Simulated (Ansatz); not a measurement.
Saddle point of Si$_{2}$H$_{4}$Cl$_{2}$, closed shell (Si₂H₄Cl₂ ([SiH3][SiH]([Cl])[Cl]) → SiCl₂ + SiH₄; bonds formed: Si2–H3; bonds broken: Si1–Si2, Si1–H3), PBE0-D4/def2-TZVP structure:

```xyz
8
angstrom
Si -0.2828 1.2652 0.0045
Si 0.4315 -0.9278 -0.5142
H -0.2298 -0.1736 0.9103
Cl -2.2989 1.5286 0.3566
Cl 0.7474 2.3455 1.4322
H -0.8417 -1.3637 -1.1303
H 1.5240 -0.7329 -1.5071
H 0.9503 -1.9413 0.4480
```

Energies are electronic, without zero-point energy. Barriers and step energies count from the start structure reached by relaxing down the imaginary mode; all methods use the PBE0-D4 structures, on which another method's saddle can fall below an end. Program: Ansatz 0.2.0. Basis: def2-TZVPP, with def2-QZVPP for the basis limit. Cores are frozen in the correlated methods. B3LYP uses VWN-RPA correlation. Extrapolation: Hartree–Fock as exp(−7.88 √X), correlation as X^−2.97.

```json
{"method": "SPW92", "barrier (kcal/mol)": "?", "step energy (kcal/mol)": "33.29"}
{"method": "PBE-D4", "barrier (kcal/mol)": "45.54", "step energy (kcal/mol)": "30.89"}
{"method": "BLYP-D4", "barrier (kcal/mol)": "47.51", "step energy (kcal/mol)": "26.12"}
{"method": "r2SCAN-D4", "barrier (kcal/mol)": "49.22", "step energy (kcal/mol)": "35.29"}
{"method": "B97M-V", "barrier (kcal/mol)": "48.05", "step energy (kcal/mol)": "33.36"}
{"method": "PBE0-D4", "barrier (kcal/mol)": "?", "step energy (kcal/mol)": "34.84"}
{"method": "B3LYP-D4", "barrier (kcal/mol)": "50.75", "step energy (kcal/mol)": "29.89"}
{"method": "r2SCAN0-D4", "barrier (kcal/mol)": "51.67", "step energy (kcal/mol)": "36.86"}
{"method": "BHLYP-D4", "barrier (kcal/mol)": "55.52", "step energy (kcal/mol)": "33.86"}
{"method": "CAM-B3LYP-D4", "barrier (kcal/mol)": "53.60", "step energy (kcal/mol)": "32.48"}
{"method": "wB97X-V", "barrier (kcal/mol)": "54.17", "step energy (kcal/mol)": "35.96"}
{"method": "wB97M-V", "barrier (kcal/mol)": "50.48", "step energy (kcal/mol)": "29.66"}
{"method": "B2PLYP", "barrier (kcal/mol)": "?", "step energy (kcal/mol)": "31.66"}
{"method": "PBE-QIDH", "barrier (kcal/mol)": "53.26", "step energy (kcal/mol)": "37.35"}
{"method": "RPA on PBE", "barrier (kcal/mol)": "50.69", "step energy (kcal/mol)": "30.23"}
{"method": "HF", "barrier (kcal/mol)": "63.21", "step energy (kcal/mol)": "35.23"}
{"method": "MP2", "barrier (kcal/mol)": "53.71", "step energy (kcal/mol)": "34.81"}
{"method": "CCSD", "barrier (kcal/mol)": "54.21", "step energy (kcal/mol)": "33.34"}
{"method": "CCSD(T)", "barrier (kcal/mol)": "52.43", "step energy (kcal/mol)": "32.76"}
```

(1) Fill in the withheld barriers. (To be estimated.)

The T1 diagnostic stays at or below 0.013.

Results:

(1) Computed: SPW92 44.08; B2PLYP 52.47; PBE0-D4 49.65 kcal/mol. Each is the energy of the saddle less that of the start structure, by the same method.

For comparison, the barrier by CCSD(T) at an estimated basis limit (MP2 extrapolated from triple and quadruple zeta, plus CCSD(T) − MP2 in triple zeta) is 52.25 kcal/mol.

Losses and insertions of silylenes and their heavier kin drive the gas-phase chemistry of silicon and germanium vapour deposition.

Labels in which every atom is bracketed show which atoms are joined, not bond orders.

For scale, one of the runs: CCSD(T)/def2-TZVPP, 224 basis functions, launched by `ansatz run in.yaml --threads 4 --pin off --events-out ev --progress --plain --max-ram 9574MiB`. Time: 72 s of wall clock on 4 CPU threads of an Arm Neoverse V1; the host was shared. Peak host memory: 3.1 GiB.
